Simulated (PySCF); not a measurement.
CH4FNSi.
Atom-mapped SMILES: `[H]/[N:1]=[CH:2]\[SiH2:3][F:4]` (hydrogens: H5 on N1; H6 on C2; H7, H8 on Si3)

Method: PBE0-D3(BJ)/def2-SVP geometry optimisation, gas phase (PySCF); density fitting, grid level 1; the optimiser is geomeTRIC in internal coordinates, started from a GFN2-xTB structure with every atom displaced at random (about 0.01 Å).

Step 0: E = -13171.4585 eV
```
atom  x, y, z in Å  |  force x, y, z in eV/Å
N1     -1.8768    0.5716   -0.1782   -3.495   2.580  -0.785
C2     -0.8513   -0.0691    0.0159    2.892  -1.021   0.353
Si3     0.9435    0.5215   -0.0293    0.468  -1.014   0.524
F4      1.8797   -0.7799    0.2921   -0.155   0.010  -0.014
H5     -1.7606    1.5781   -0.4063    0.224  -0.442   0.138
H6     -1.0231   -1.1136    0.2407    0.203  -1.030   0.262
H7      1.3637    0.9675   -1.3480   -0.011   0.451  -0.634
H8      1.2573    1.4769    1.0428   -0.126   0.465   0.157
```

Step 1: E = -13171.6279 eV
```
atom  x, y, z in Å  |  force x, y, z in eV/Å
N1     -1.8826    0.6220   -0.1786    0.547  -0.503   0.120
C2     -0.8412   -0.1008    0.0088   -0.544   0.056   0.007
Si3     0.9578    0.4693   -0.0184   -0.213   0.264  -0.089
F4      1.8801   -0.8177    0.3345    0.119   0.025   0.004
H5     -1.6144    1.5950   -0.3546   -0.015   0.238  -0.059
H6     -1.0139   -1.1781    0.2186   -0.062   0.103  -0.049
H7      1.2926    1.0116   -1.3662    0.090  -0.116  -0.016
H8      1.1541    1.5518    0.9857    0.078  -0.067   0.082
```

Task: Estimate the geometry and energy of step 2. (The exact step hangs on the optimiser's Hessian estimate; all steps are aligned on step 1, rigid shifts and turns removed.)

Result: E = -13171.6396 eV, largest force 0.188 eV/Å
```
atom  x, y, z in Å  |  force x, y, z in eV/Å
N1     -1.8715    0.6240   -0.1766    0.089  -0.120   0.010
C2     -0.8525   -0.1180    0.0145   -0.048   0.179  -0.033
Si3     0.9431    0.4791   -0.0206   -0.026   0.002  -0.004
F4      1.8949   -0.7888    0.3287    0.101  -0.034   0.015
H5     -1.5975    1.6007   -0.3567   -0.024  -0.024   0.014
H6     -1.0401   -1.1914    0.2158   -0.047   0.042  -0.009
H7      1.2972    1.0003   -1.3713   -0.017  -0.031  -0.011
H8      1.1588    1.5472    0.9961   -0.027  -0.014   0.018
```

The energy changes by -0.0117 eV. The first-order estimate −F·Δx gives -0.0238 eV and the mean of the old and new forces, exact on a quadratic surface, -0.0117 eV. The step makes an angle of 68° with the force vector and moves no atom by more than 0.033 Å.

What follows is the cost of the whole optimisation. Hardware: Arm Neoverse V1, one thread, no GPU (shared host). Cost: 11 s wall, 0.33 GiB resident at most.
